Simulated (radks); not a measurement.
Problem. The mean radii <r> (bohr) of the occupied orbitals of an atom or ion are listed with their occupations. Method: non-relativistic Kohn-Sham, OLYP, spin-polarised, spherical densities, point nucleus; computed with a radial shooting solver on a logarithmic mesh with Libxc functionals.

orbital  occ.      <r>
1s up       1  0.08620
1s down     1  0.08608
2s up       1   0.4059
2s down     1   0.4069
2p up       3   0.3637
2p down     2   0.3657
3s up       1    1.200
3s down     1    1.228
3p up       3    1.254
4f up       1    4.190

Name the element and its charge. Open shells, if any, are filled with parallel spins first.

Solution. Z = 18, argon, charge +3: Ar3+ in [He] 2s2 2p5 3s2 3p3 4f1. The 1s radius gives Z: for a bare nucleus <r> = 1.5/Z, 0.08333 bohr for Z = 18, and screening makes it slightly larger (0.08620 here). The occupations add up to 15, and the charge is Z minus that.
